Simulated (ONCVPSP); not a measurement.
Configuration tests for lead (Pb) (ONCV)

```
Element                 : lead (Pb)
Generator               : ONCVPSP 4.0.1
Type                    : optimised norm-conserving Vanderbilt (ONCV)
Functional              : LDA (Perdew-Wang 92)
Relativity              : scalar-relativistic
Frozen core             : [Xe] 4f14 5d10
Valence charge          : 4
Reference configuration : 6s2 6p1 (charge +1)
Partial waves           : 6s: rc 1.75 bohr, ncon 5, nbas 9, qcut 2.9 1/bohr, 2 projectors, debl 1.4 Ha; 6p: rc 2.15 bohr, ncon 5, nbas 10, qcut 3.4 1/bohr, 2 projectors, debl 2.6 Ha
Local potential         : polynomial inside 1.10 bohr (lpopt 5, dvloc0 0 Ha)
Core correction         : none
```

Energies are relative to the spin-unpolarised reference configuration 6s2 6p1; without spin polarisation the order of configurations can differ from experiment.

```
valence configuration  charge  ΔE all-electron (eV)  error AE − PS (meV)
              6s1 6p0      +3                46.631                 +232
              6s1 6p2      +1                 9.602                  +24
```

(1) What are ΔE and the potential's error for 6s2 6p2?

(2) What are ΔE and the potential's error for 6s2 6p0?

Levels in the configuration 6s1 6p0:

```json
{"level": "6s", "all-electron (eV)": "-37.981", "pseudo (eV)": "-37.512"}
```

Note: ghosts flagged at negative energy: s at -133.9 eV, p at -54.7 eV; GHOST(+) flagged for s at 188.9 eV. A true bound ghost makes a file unfit for plane-wave use.

## Answers

(1) ΔE = -6.827 eV all-electron; the error (AE − PS) is +16 meV.

(2) ΔE = 13.756 eV all-electron; the error (AE − PS) is +31 meV.
